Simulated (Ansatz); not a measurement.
A run for Ansatz (an electronic-structure program): U-CCSD(T)/def2-SVP on H2O2Pb (SMILES [OH][Pb][OH]), a point of a bond scan (R = 0.870 Å). Elements past Kr take the def2 small-core potentials; no spin–orbit coupling. The run froze 11 orbitals, filled d shells among them.

Ansatz 0.2 input:
```yaml
crystal:
  periodic: [false, false, false]
  atoms:
    - {symbol: Pb, position_ang: [0.05784747, -0.14199193, 0.22381656]}
    - {symbol: O, position_ang: [1.14579287, 1.30947280, -0.81344033]}
    - {symbol: H, position_ang: [0.69587144, 1.58845617, -1.50362272]}
    - {symbol: O, position_ang: [-1.53296568, 0.01324847, -1.15853494]}
    - {symbol: H, position_ang: [-2.29199006, -0.55788612, -0.99684579]}
basis:
  gaussian:
    orbitals: def2-SVP
correlation: {method: ccsd_t, electrons: outside_noble_gas}
scf: {omitted_lower_state_checks: [cluster_reference]}
magnetization: {spin_polarized: true, initial_magnetization: 0}
```

Output:

```
WARN ansatz: RAYON_NUM_THREADS=1 ignored (pool sized by the plan → 1); use --threads N
Functional definition: HF
these checks for a lower state are left out or cut short: cluster_reference
integrals: 0.06 GiB planned
708 factors; integrals over basis functions are off by at most 1.3e-3 eV
mean field: 0.23 GiB planned
mean field evaluation 1: about -9316.6574 eV, gradient 3.8e1 eV
mean field evaluation 2: about -9316.7417 eV, gradient 3.9e1 eV
mean field evaluation 4: about -9322.6476 eV, gradient 1.8e0 eV
mean field evaluation 8: about -9322.6989 eV, gradient 2.4e-1 eV
mean field evaluation 16: about -9322.6995 eV, gradient 2.1e-6 eV
mean field -9322.69952052 eV, -342.6028882263 hartree, gradient 2.1e-6 eV, S^2 0.000000; 0 other end points of the search recorded, 0 dependent functions left out
11 core orbitals not correlated, not the lowest: weight in the atoms' cores, before any rotation towards them, 0.848 or more for the frozen orbitals, at most 0.112 for the correlated occupied ones
reference -9322.69952052 eV, -342.6028882263 hartree; 9, 9 occupied and 44, 44 virtual orbitals, 708 factors
second order -12.20233751 eV of doubles, -0.00000000 eV of singles
coupled cluster: 0.19 GiB planned
cycle   1  -12.05005313 eV  change    1.5e-1 eV  update   1.2e-1
cycle   2  -12.38854263 eV  change   -3.4e-1 eV  update   4.6e-2
cycle   3  -12.52272447 eV  change   -1.3e-1 eV  update   2.8e-2
cycle   4  -12.52503912 eV  change   -2.3e-3 eV  update   9.2e-3
cycle   5  -12.51795982 eV  change    7.1e-3 eV  update   4.2e-3
cycle   6  -12.51817468 eV  change   -2.1e-4 eV  update   1.5e-3
cycle   7  -12.51812350 eV  change    5.1e-5 eV  update   4.9e-4
cycle   8  -12.51805417 eV  change    6.9e-5 eV  update   1.8e-4
cycle   9  -12.51807843 eV  change   -2.4e-5 eV  update   8.0e-5
cycle  10  -12.51810185 eV  change   -2.3e-5 eV  update   3.5e-5
cycle  11  -12.51807749 eV  change    2.4e-5 eV  update   1.1e-5
cycle  12  -12.51808451 eV  change   -7.0e-6 eV  update   4.8e-6
perturbative correction -0.31934371 eV, -0.0117356648 hartree
Total energy: -9335.53694873 eV, -343.0746550117 hartree
Checks for a lower state left out: cluster_reference
```

Self-consistency was reached.

Cost: roughly 3 core-seconds.
